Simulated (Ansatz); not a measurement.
`[GaH2][GaH][GeH3]` + H₂ → `[GaH2][GaH2]` + GeH₄ at 500 K and 1 bar (hydrogenolysis of a Ga–Ge bond).

Program: Ansatz. Geometries: PBE0-D4/def2-TZVP. ΔE: electronic, gas phase. CCSD(T)/CBS is the MP2 limit (def2-TZVPP, def2-QZVPP) plus CCSD(T) − MP2 in def2-TZVPP, frozen cores. This one scheme is used for every species. For Ga, Ge outer-core shells are correlated without core-valence functions, which leaves a few kJ/mol of doubt a bond. Scalar relativity is left out up to krypton.

```csv
species,CCSD(T)/CBS energy (Eh),H − E (kJ/mol),S (J/(mol·K))
`[GaH2][GaH][GeH3]`,-5927.57610,162.9,463.2
H₂,-1.17544,41.0,145.5
`[GaH2][GaH2]`,-3850.24627,101.9,341.2
GeH₄,-2078.49493,99.4,244.6
```

H − E and S are ideal-gas, rigid-rotor, harmonic terms from PBE0-D4/def2-TZVP. For small species the MP2-based limit differs from directly extrapolated CCSD(T) by up to some mEh (0.8 for H₂); such offsets cancel only in part. 1 Eh = 2625.50 kJ/mol, R = 8.31446 J/(mol·K).

By hand: ΔE, ΔH, ΔS and ΔG.

ΔE = (-3850.24627) + (-2078.49493) − (-5927.57610) − (-1.17544) = 0.01034 Eh = 27.1 kJ/mol. Δ(H − E) = 101.9 + 99.4 − 162.9 − 41.0 = -2.6, so ΔH = 24.5 kJ/mol. ΔS = 341.2 + 244.6 − 463.2 − 145.5 = -22.9 J/(mol·K). ΔG = 24.5 − 500 × (-22.9)/1000 = 36.0 kJ/mol.

By hand: the equilibrium constant, and the temperature at which ΔG would vanish if ΔH and ΔS stayed fixed.

log₁₀ K = −ΔG/(RT ln 10) = -3.8. ΔH and −TΔS have one sign here, so there is no such temperature.

TΔS isn't small against ΔH here. A doubt of 5 kJ/mol in ΔE shifts log₁₀ K by 0.5 here. Modes under 60 cm⁻¹, often nearly free rotors, make the harmonic entropy too high. These are equilibria of isolated gas molecules and say nothing of rates. Largest T1 diagnostic: 0.014 (customary marks: 0.02 for closed shells, 0.045 for open ones).
